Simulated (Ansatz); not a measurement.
`[CH3][Sn]([Cl])([Cl])[Cl]` + `CC(C)(C)NN` → `CC(C)(C)[NH][Sn]([Cl])([Cl])[Cl]` + CH₃NH₂  (formal exchange of groups at the Sn–C bond)

Calculated with Ansatz (gas phase, PBE0-D4/def2-TZVP geometries, no zero-point term in ΔE). CCSD(T)/CBS adds triple-zeta CCSD(T) − MP2 to the extrapolated MP2 energy (def2 sets, frozen cores). Functionals use def2-TZVPP. Elements past krypton have def2 core potentials. For Sn outer-core shells are correlated without core-valence functions, which leaves a few kJ/mol of doubt a bond. Each species was taken in one conformer, which may not be the lowest.

```csv
level,ΔE (eV)
BHLYP,-0.76
CAM-B3LYP,-0.74
```

(1) What does CCSD(T)/CBS give? (Best estimate.)

Largest T1 diagnostic among the species: 0.011.

Results:

(1) Computed: -0.92 eV. The listed levels differ from it by 0.16, 0.18 eV.

In def2-TZVPP, CCSD(T) changes the Hartree–Fock value by −0.11 eV (the triples alone add −0.03 eV) and MP2 by −0.17 eV. The D4 term adds −0.13 eV with B3LYP and −0.08 eV with PBE0; it sums over pairs of atoms, weighted by their polarisabilities, and B3LYP, whose exchange is more repulsive, gets the larger term.

B3LYP here is the variant with VWN-RPA as its local correlation; programs differ in this.
